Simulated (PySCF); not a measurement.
Computed shifts of a molecule CH9NOSi2, PBE0/pcSseg-1 (PySCF), GIAO, gas phase, atoms alike by connectivity averaged where their shifts nearly agree, in ppm (number of nuclei): ¹³C: 52.7 (1). ²⁹Si: -22.9 (1), -48.9 (1). ¹⁵N: 24.8 (1). ¹H: 5.00 (1), 4.95 (3), 4.92 (1), 3.86 (3), 0.83 (1). References: ¹³C against TMS (σ = 186.3 ppm); ¹⁷O against H2O (σ = 334.2 ppm); ²⁹Si against TMS (σ = 352.7 ppm); ¹⁵N against NH3 (σ = 267.4 ppm); ¹H against TMS (σ = 31.56 ppm), references at their B3LYP-D3(BJ)/def2-TZVP geometries, non-relativistic. Coordinates come from a ωB97X-D3(BJ)/def2-SVP optimisation. One conformer was computed; it need not be the lowest.

Problem. Pick the molecule that these values belong to.
A) N[SiH2]OC[SiH3]
B) NC[SiH2][SiH2]O
C) CO[Si@H](N)[SiH3]
D) CO[SiH2]N[SiH3]

Solution. D, CO[SiH2]N[SiH3]
